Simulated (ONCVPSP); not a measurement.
## K: variants of one ONCV potential

Base potential:

ONCVPSP 4.0.1 input, shortened (lines: element, Z, core and valence counts, functional; n l f; lmax; l rc ep ncon nbas qcut; lloc lpopt rc5 dvloc0; l nproj debl; icmod fcfact rcfact), PBEsol, scalar-relativistic:

```
  K 19.00    3    2  -116133      upf
    1    0    2.00
    2    0    2.00
    2    1    6.00
    3    0    2.00
    3    1    6.00
    2
    0    1.40    0.00    4    7    5.00
    1    1.55    0.00    3    6    7.40
    2    1.70    0.12    3    6    6.00
    4    5    1.35    0.00
    0    2    1.50
    1    2    3.00
    2    1    1.40
    3    1.50    1.75
```

In the s channel the program set the typed energies aside and used -1.519, 0.250 Ha. In the d channel the program set the typed energies aside and used 0.050 Ha.

Cutoffs, loose and tight: the cutoffs (Ha) at which the residual kinetic energy of the hardest occupied pseudo-wave falls to 1 and 0.1 mHa per electron. They do not see the model core or the augmentation charge, which bear on the density cutoff. Test errors are all-electron minus pseudo excitation energies from the reference, over the configurations 3s2 3p6 4s1; 3s2 3p6 4s0.5; 3s2 3p6 4p1; 3s2 3p5 4s1. A dash means not determined; rows that change the core or the reference have their own tests.

| change | outcome | cutoff, loose | cutoff, tight | bound ghosts | GHOST(+) flags above zero | largest test error (meV) |
| --- | --- | --- | --- | --- | --- | --- |
| base | generated, projector energies reset by the program | 49 Ha | 63 Ha | none | none | +0.5 |
| local potential polynomial inside 1.35 bohr (lpopt 5, dvloc0 -2.5 Ha) | generated, projector energies reset by the program | 49 Ha | 63 Ha | none | s | +0.5 |
| local potential polynomial inside 1.35 bohr (lpopt 5, dvloc0 -0.5 Ha) | generated, projector energies reset by the program | 49 Ha | 63 Ha | none | none | +0.5 |
| local potential polynomial inside 1.35 bohr (lpopt 5, dvloc0 0.5 Ha) | generated, projector energies reset by the program | 49 Ha | 63 Ha | none | none | +0.5 |
| local potential polynomial inside 1.35 bohr (lpopt 5, dvloc0 2 Ha) | generated, projector energies reset by the program | 49 Ha | 63 Ha | none | none | +0.5 |
| local potential polynomial inside 1.35 bohr (lpopt 5, dvloc0 3 Ha) | generated, projector energies reset by the program | 49 Ha | 63 Ha | none | none | +0.6 |
| local potential polynomial inside 1.35 bohr (lpopt 5, dvloc0 5 Ha) | generated, projector energies reset by the program | 49 Ha | 63 Ha | none | none | +0.6 |
| local potential polynomial inside 1.35 bohr (lpopt 5, dvloc0 7 Ha) | generated, projector energies reset by the program | 49 Ha | 63 Ha | none | none | +0.4 |
| local potential polynomial inside 1.35 bohr (lpopt 5, dvloc0 7.5 Ha) | generated, projector energies reset by the program | 49 Ha | 63 Ha | none | none | +0.4 |
| local potential polynomial inside 1.35 bohr (lpopt 5, dvloc0 9.5 Ha) | generated, projector energies reset by the program | 49 Ha | 63 Ha | none | none | +0.5 |

Reading the sweep of the dvloc0 (base included, trends over the rows without a ghost): The loose cutoff stays near 49 Ha. The median size of the test errors (rows with all tests solved) stays near 0.1 meV.
